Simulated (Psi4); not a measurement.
Job for Psi4: SAPT0/jun-cc-pV(D+d)Z on C2H4O2 (a complex), monomers drawn apart or pushed together.

```
memory 2025 MB

molecule dimer {
0 1
C     0.68015228    0.49605873    0.41921731
O     0.85019996    0.37850107   -0.68467860
--
0 1
C    -0.19362686   -0.83364615    4.90225300
O    -0.69630280    0.37076526    4.34815422
H    -0.34147415   -1.69099663    4.23486562
H    -0.74745079   -1.01917981    5.82197848
H     0.87180158   -0.76307868    5.15096332
H    -0.24050610    0.53595668    3.51535696
units angstrom
symmetry c1
no_reorient
no_com
}

set {
  basis jun-cc-pV(D+d)Z
  scf_type df
  freeze_core true
}

energy('sapt0')
```

It printed:

```
[...]
==> Input File <==

--------------------------------------------------------------------------
memory 2025 MB

molecule dimer {
0 1
C     0.68015228    0.49605873    0.41921731
O     0.85019996    0.37850107   -0.68467860
--
0 1
C    -0.19362686   -0.83364615    4.90225300
O    -0.69630280    0.37076526    4.34815422
H    -0.34147415   -1.69099663    4.23486562
H    -0.74745079   -1.01917981    5.82197848
H     0.87180158   -0.76307868    5.15096332
H    -0.24050610    0.53595668    3.51535696
units angstrom
symmetry c1
no_reorient
no_com
}

set {
  basis jun-cc-pV(D+d)Z
  scf_type df
  freeze_core true
}

energy('sapt0')
--------------------------------------------------------------------------


   => Loading Basis Set <=

    Name: JUN-CC-PV(D+D)Z
    Role: ORBITAL
    Keyword: BASIS
    atoms 1, 3 entry C          line   188 file jun-cc-pv_dpd_z.gbs
    atoms 2, 4 entry O          line   256 file jun-cc-pv_dpd_z.gbs
    atoms 5-8  entry H          line    60 file jun-cc-pv_dpd_z.gbs

   => Loading Basis Set <=

    Name: JUN-CC-PV(D+D)Z
    Role: ORBITAL
    Keyword: BASIS
    atoms 1, 3 entry C          line   188 file jun-cc-pv_dpd_z.gbs
    atoms 2, 4 entry O          line   256 file jun-cc-pv_dpd_z.gbs
    atoms 5-8  entry H          line    60 file jun-cc-pv_dpd_z.gbs


  //>>>>>>>>>>>>>>>>>>>>>>>>>>>>>>>>>>>//
  //              Dimer HF             //
  //<<<<<<<<<<<<<<<<<<<<<<<<<<<<<<<<<<<//

   => Libint2 <=

    Primary   basis highest AM E, G, H:  7, 6, 3
    Auxiliary basis highest AM E, G, H:  7, 7, 4
    Onebody   basis highest AM E, G, H:  -, -, -
    Solid Harmonics ordering:            Gaussian


   => Loading Basis Set <=

    Name: JUN-CC-PV(D+D)Z
    Role: ORBITAL
    Keyword: BASIS
    atoms 1, 3 entry C          line   188 file jun-cc-pv_dpd_z.gbs
    atoms 2, 4 entry O          line   256 file jun-cc-pv_dpd_z.gbs
    atoms 5-8  entry H          line    60 file jun-cc-pv_dpd_z.gbs


         ---------------------------------------------------------
                                   SCF
               by Justin Turney, Rob Parrish, Andy Simmonett
                          and Daniel G. A. Smith
                              RHF Reference
                        1 Threads,   1931 MiB Core
         ---------------------------------------------------------

  ==> Geometry <==

    Molecular point group: c1
    Full point group: C1

    Geometry (in Angstrom), charge = 0, multiplicity = 1:

       Center              X                  Y                   Z               Mass
    ------------   -----------------  -----------------  -----------------  -----------------
         C            0.680152280000     0.496058730000     0.419217310000    12.000000000000
         O            0.850199960000     0.378501070000    -0.684678600000    15.994914619570
         C           -0.193626860000    -0.833646150000     4.902253000000    12.000000000000
         O           -0.696302800000     0.370765260000     4.348154220000    15.994914619570
         H           -0.341474150000    -1.690996630000     4.234865620000     1.007825032230
         H           -0.747450790000    -1.019179810000     5.821978480000     1.007825032230
         H            0.871801580000    -0.763078680000     5.150963320000     1.007825032230
         H           -0.240506100000     0.535956680000     3.515356960000     1.007825032230

  Running in c1 symmetry.

  Rotational constants: A =      0.44226  B =      0.02352  C =      0.02329 [cm^-1]
  Rotational constants: A =  13258.73160  B =    705.25262  C =    698.26035 [MHz]
  Nuclear repulsion =   89.789180492445524

  Charge       = 0
  Multiplicity = 1
  Electrons    = 32
  Nalpha       = 16
  Nbeta        = 16

  ==> Algorithm <==

  SCF Algorithm Type is DF.
  DIIS enabled.
  MOM disabled.
  Fractional occupation disabled.
  Guess Type is SAD.
  Energy threshold   = 1.00e-08
  Density threshold  = 1.00e-08
  Integral threshold = 1.00e-12

  ==> Primary Basis <==

  Basis Set: JUN-CC-PV(D+D)Z
    Blend: JUN-CC-PV(D+D)Z
    Number of shells: 44
    Number of basis functions: 92
    Number of Cartesian functions: 96
    Spherical Harmonics?: true
    Max angular momentum: 2

   => Loading Basis Set <=

    Name: (JUN-CC-PV(D+D)Z AUX)
    Role: JKFIT
    Keyword: DF_BASIS_SCF
    atoms 1, 3 entry C          line   146 file jun-cc-pvdz-jkfit.gbs
    atoms 2, 4 entry O          line   258 file jun-cc-pvdz-jkfit.gbs
    atoms 5-8  entry H          line    70 file jun-cc-pvdz-jkfit.gbs

  ==> Integral Setup <==

  DFHelper Memory: AOs need 0.026 GiB; user supplied 1.414 GiB.
  SCF_SUBTYPE=INCORE selected. In-core MEM_DF algorithm will be used.
  Using in-core AOs.

  ==> MemDFJK: Density-Fitted J/K Matrices <==

    J tasked:                   Yes
    K tasked:                   Yes
    wK tasked:                   No
    OpenMP threads:               1
    Algorithm:                 Core
    Schwarz Cutoff:           1E-12
    Mask sparsity (%):       9.1446
 
[...]
    5.356927
      88A      5.582740    89A      5.586553    90A      7.231619
      91A     18.173325    92A     33.478730

    Final Occupation by Irrep:
              A
    DOCC [     9 ]
    NA   [     9 ]
    NB   [     9 ]

  @DF-RHF Final Energy:  -115.05692582336778

   => Energetics <=

    Nuclear Repulsion Energy =             40.3039491548743030
    One-Electron Energy =                -236.7249433625484301
    Two-Electron Energy =                  81.3640683843063641
    Total Energy =                       -115.0569258233677772

Computation Completed


Properties will be evaluated at   0.000000,   0.000000,   0.000000 [a0]

Properties computed using the SCF density matrix


 Multipole Moments:

 ------------------------------------------------------------------------------------
     Multipole            Electronic (a.u.)      Nuclear  (a.u.)        Total (a.u.)
 ------------------------------------------------------------------------------------

 L = 1.  Multiply by 2.5417464519 to convert [e a0] to [Debye]
 Dipole X            :         14.1326668          -13.5867775            0.5458893
 Dipole Y            :          8.9329686           -9.3977087           -0.4647401
 Dipole Z            :       -156.9969954          156.6997113           -0.2972841
 Magnitude           :                                                    0.7761162

 ------------------------------------------------------------------------------------

  Constructing Basis Sets for SAPT...

   => Loading Basis Set <=

    Name: (JUN-CC-PV(D+D)Z AUX)
    Role: RIFIT
    Keyword: DF_BASIS_SAPT
    atoms 1, 3 entry C          line   100 file jun-cc-pvdz-ri.gbs
    atoms 2, 4 entry O          line   188 file jun-cc-pvdz-ri.gbs
    atoms 5-8  entry H          line    30 file jun-cc-pvdz-ri.gbs

   => Loading Basis Set <=

    Name: (JUN-CC-PV(D+D)Z AUX)
    Role: JKFIT
    Keyword: DF_BASIS_ELST
    atoms 1, 3 entry C          line   146 file jun-cc-pvdz-jkfit.gbs
    atoms 2, 4 entry O          line   258 file jun-cc-pvdz-jkfit.gbs
    atoms 5-8  entry H          line    70 file jun-cc-pvdz-jkfit.gbs


  //>>>>>>>>>>>>>>>>>>>>>>>>>>>>>>>>>>>//
  //               SAPT0               //
  //<<<<<<<<<<<<<<<<<<<<<<<<<<<<<<<<<<<//



        SAPT0
    Ed Hohenstein
     6 June 2009

      Orbital Information
  --------------------------
    NSO        =        92
    NMO        =        92
    NRI        =       316
    NRI (Elst) =       408
    NOCC A     =         7
    NOCC B     =         9
    FOCC A     =         2
    FOCC B     =         2
    NVIR A     =        85
    NVIR B     =        83

    Elst10,r            =    -0.000944508230 [Eh]
    Exch10              =     0.000234500140 [Eh]
    Exch10 (S^2)        =     0.000234437784 [Eh]

    Maxiter = 50
    CPHF R converge = 1.000000E-08

    Iter     Energy [mEh]          dE [mEh]         Residual      Time [s]
       1      -0.09310680       0.093106797     2.921073e-03             0
       2      -0.10030438       0.007197582     1.141433e-03             0
       3      -0.11533262       0.015028240     1.305650e-04             0
       4      -0.11494103      -0.000391587     3.962125e-05             0
       5      -0.11489817      -0.000042860     1.423417e-05             0
       6      -0.11493740       0.000039227     3.078388e-06             0
       7      -0.11493261      -0.000004787     6.351145e-07             0
       8      -0.11493223      -0.000000386     2.193959e-07             0
       9      -0.11493256       0.000000332     7.152679e-08             0
      10      -0.11493247      -0.000000085     1.667139e-08             0
      11      -0.11493248       0.000000007     3.444496e-09             0

    CHF Iterations converged

    Maxiter = 50
    CPHF R converge = 1.000000E-08

    Iter     Energy [mEh]          dE [mEh]         Residual      Time [s]
       1      -0.00954962       0.009549617     5.681235e-04             0
       2      -0.01141254       0.001862928     2.633640e-04             0
       3      -0.01175230       0.000339754     7.266764e-05             0
       4      -0.01169989      -0.000052405     1.987553e-05             0
       5      -0.01167562      -0.000024274     3.645794e-06             0
       6      -0.01167769       0.000002066     1.302909e-06             0
       7      -0.01167905       0.000001362     2.204071e-07             0
       8      -0.01167878      -0.000000267     3.605243e-08             0
       9      -0.01167881       0.000000025     5.805327e-09             0

    CHF Iterations converged

    Ind20,r (A<-B)      =    -0.000114932480 [Eh]
    Ind20,r (B<-A)      =    -0.000011678806 [Eh]
    Ind20,r             =    -0.000126611286 [Eh]
    Exch-Ind20,r (A<-B) =     0.000027038017 [Eh]
    Exch-Ind20,r (B<-A) =     0.000004553837 [Eh]
    Exch-Ind20,r        =     0.000031591854 [Eh]
    Disp20              =    -0.000387835452 [Eh]
    Disp20 (SS)         =    -0.000193917726 [Eh]
    Disp20 (OS)         =    -0.000193917726 [Eh]
    Exch-Disp20         =     0.000012939055 [Eh]
    Exch-Disp20 (SS)    =     0.000007651852 [Eh]
    Exch-Disp20 (OS)    =     0.000005287202 [Eh]

    SAPT Results
  --------------------------------------------------------------------------------------------------------
    Electrostatics                 -0.94450823 [mEh]      -0.59268786 [kcal/mol]      -2.47980602 [kJ/mol]
      Elst10,r                     -0.94450823 [mEh]      -0.59268786 [kcal/mol]      -2.47980602 [kJ/mol]

    Exchange                        0.23450014 [mEh]       0.14715106 [kcal/mol]       0.61568003 [kJ/mol]
      Exch10                        0.23450014 [mEh]       0.14715106 [kcal/mol]       0.61568003 [kJ/mol]
      Exch10(S^2)                   0.23443778 [mEh]       0.14711193 [kcal/mol]       0.61551632 [kJ/mol]

    Induction                      -0.11711780 [mEh]      -0.07349253 [kcal/mol]      -0.30749275 [kJ/mol]
      Ind20,r                      -0.12661129 [mEh]      -0.07944978 [kcal/mol]      -0.33241788 [kJ/mol]
      Exch-Ind20,r                  0.03159185 [mEh]       0.01982419 [kcal/mol]       0.08294440 [kJ/mol]
      delta HF,r (2)               -0.02209837 [mEh]      -0.01386694 [kcal/mol]      -0.05801927 [kJ/mol]

    Dispersion                     -0.37489640 [mEh]      -0.23525104 [kcal/mol]      -0.98429036 [kJ/mol]
      Disp20                       -0.38783545 [mEh]      -0.24337042 [kcal/mol]      -1.01826184 [kJ/mol]
      Exch-Disp20                   0.01293905 [mEh]       0.00811938 [kcal/mol]       0.03397148 [kJ/mol]
      Disp20 (SS)                  -0.19391773 [mEh]      -0.12168521 [kcal/mol]      -0.50913092 [kJ/mol]
      Disp20 (OS)                  -0.19391773 [mEh]      -0.12168521 [kcal/mol]      -0.50913092 [kJ/mol]
      Exch-Disp20 (SS)              0.00765185 [mEh]       0.00480161 [kcal/mol]       0.02008994 [kJ/mol]
      Exch-Disp20 (OS)              0.00528720 [mEh]       0.00331777 [kcal/mol]       0.01388155 [kJ/mol]

  Total HF                         -0.82712589 [mEh]      -0.51902933 [kcal/mol]      -2.17161874 [kJ/mol]
  Total SAPT0                      -1.20202229 [mEh]      -0.75428038 [kcal/mol]      -3.15590909 [kJ/mol]

  Special recipe for scaled SAPT0 (see Manual):
    Electrostatics sSAPT0          -0.94450823 [mEh]      -0.59268786 [kcal/mol]      -2.47980602 [kJ/mol]
    Exchange sSAPT0                 0.23450014 [mEh]       0.14715106 [kcal/mol]       0.61568003 [kJ/mol]
    Induction sSAPT0               -0.11709259 [mEh]      -0.07347671 [kcal/mol]      -0.30742655 [kJ/mol]
    Dispersion sSAPT0              -0.37488607 [mEh]      -0.23524456 [kcal/mol]      -0.98426324 [kJ/mol]
  Total sSAPT0                     -1.20198675 [mEh]      -0.75425807 [kcal/mol]      -3.15581578 [kJ/mol]
  --------------------------------------------------------------------------------------------------------



*** Psi4 exiting successfully. Buy a developer a beer!
```

The run finished.

Cost: roughly 2.5 core-seconds.
